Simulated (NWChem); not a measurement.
C2H6BO2 cation

```xyz
11

C      0.0426     2.6275     0.0544
O     -0.1515     1.2342    -0.2184
B     -0.0020    -0.0003    -0.1841
O      0.1462    -1.2349    -0.2271
C     -0.0390    -2.6277     0.0544
H     -0.1198     2.7914     1.1260
H      1.0646     2.8926    -0.2403
H     -0.6932     3.1764    -0.5430
H      0.4952    -3.1853    -0.7223
H      0.3842    -2.8316     1.0447
H     -1.1133    -2.8439     0.0264
```
Atoms are numbered in this order, from 1.

Results from NWChem. Pople sets run with spherical d functions. All runs use the structure optimised with PBE0/def2-SVP. Vzz is the largest principal value of the second derivative of the potential at the nucleus (NWChem prints the opposite sign); η is the asymmetry. Non-relativistic.

```csv
level,Vzz O4 (a.u.),η O4,Vzz B3 (a.u.),η B3
PBE0/def2-SVP,[?],0.02,-0.281,0.03
PBE0/def2-TZVP,1.441,0.02,-0.299,0.03
CAM-B3LYP/6-31G*,1.413,0.02,-0.281,0.02
CAM-B3LYP/def2-SVP,1.399,0.02,-0.298,0.02
```

### Question
What belongs in the gaps?

### Answer

- PBE0/def2-SVP, Vzz O4 (a.u.): 1.429
